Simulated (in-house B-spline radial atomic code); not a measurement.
Results of a calculation; reference values are marked as such.
Xe ion on Ga atom: potential, deflection and energy transfer

The pair potential comes from two frozen, spherical free-atom densities (PBE, B-spline radial code, scalar-relativistic past argon): electrostatics plus the change in Thomas-Fermi kinetic and Dirac exchange energy where they overlap, the recipe behind the universal ZBL potential, which averages such potentials (from solid-state densities) over many pairs. It is written V = (Z1 Z2 e²/r) φ(r/a), with e² = 14.3996 eV·Å and a = 0.46850 Å/(Z1^0.23 + Z2^0.23); ZBL's fit is φ = 0.18175 e^(−3.1998x) + 0.50986 e^(−0.94229x) + 0.28022 e^(−0.4029x) + 0.02817 e^(−0.20162x). Where φ falls below 4e-4 it is continued as an exponential.

Masses 131.29 and 69.72 u.

```csv
x = r/a,"φ, this pair","φ, ZBL"
0.1,0.8873,0.8928
0.5,0.6122,0.6096
1.5,0.3021,0.2995
3,0.1326,0.1292
5,0.05297,0.05224
8,0.0172,0.01705
12,0.004955,0.00474
17,0.001302,0.001212
```

Q: At x = 1 the electrostatic, kinetic and exchange parts are 70675.05, 31870.52 and -864.44 eV. Find r, V and φ.

A: a = 0.46850/(2.5029 + 2.2030) = 0.09956 Å, so r = 0.09956 Å. V = 70675.05 + 31870.52 + (-864.44) = 101681.13 eV. The bare repulsion is 54 × 31 × 14.3996/0.09956 = 242130 eV, so φ = 0.4200, +0.8 % against ZBL's 0.4164. The kinetic (Pauli) term is 31 % of V here.

Q: The ion comes in at 6.981 keV with impact parameter 0.4978 Å. The scattering integral gives a centre-of-mass angle of 53.78° and a closest approach of 6.608 a. What are the reduced energy, the energy passed on and the laboratory angles?

A: ε = E a M2/(Z1 Z2 e² (M1 + M2)) = 6981 × 1.4325e-06 = 0.01. The most that one collision can pass on is γE with γ = 4 M1 M2/(M1 + M2)² = 0.9062. Here T = γE sin²(θ/2) = 0.9062 × 6981 × 0.2046 = 1294 eV. The ion turns by arctan(sin θ/(cos θ + M1/M2)) = 18.1°, and the struck atom leaves at (180° − θ)/2 = 63.1°. The closest approach is 0.658 Å. With ZBL the angle would be 53.59° and T = 1286 eV.
